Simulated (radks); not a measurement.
The numbers below are computed, except where a source is named.
Species: the gadolinium ion Gd13+. Configuration: [Kr] 4d(3/2: 3, 5/2: 6) 4f(5/2: 4, 7/2: 0) 5s2 (not the ground configuration). Code: a radial shooting solver on a logarithmic mesh with Libxc functionals. Model: Dirac Kohn-Sham, BLYP, spin-unpolarised, spherical densities, finite nucleus; Fermi nuclear charge, rms radius 5.1569 fm.

Normalised radial functions P(r) = r R(r) (large component), r in bohr:

r	4d3/2	4f7/2
0.002603	0.0002	0.0000
0.003883	0.0005	0.0000
0.005793	0.0014	0.0000
0.008642	0.0040	0.0000
0.01289	0.0111	0.0001
0.01923	0.0302	0.0004
0.02869	0.0782	0.0017
0.0428	0.1868	0.0068
0.06335	0.3875	0.0245
0.0945	0.6707	0.0804
0.141	0.8378	0.2262
0.2103	0.4974	0.5215
0.3138	-0.4803	0.9372
0.4681	-1.3584	1.2423
0.6983	-1.2393	1.1392
1.042	-0.5126	0.6664
1.554	-0.0817	0.2047
2.318	-0.0034	0.0233
3.459	0.0000	0.0005

4d3/2: eigenvalue -399.59 eV, 1 radial node at r = 0.263 bohr, <r> = 0.603 bohr, 90 % of the charge inside 0.896 bohr. 4f7/2 (empty): eigenvalue -249.64 eV, 0 radial nodes, <r> = 0.663 bohr, 90 % of the charge inside 1.04 bohr.
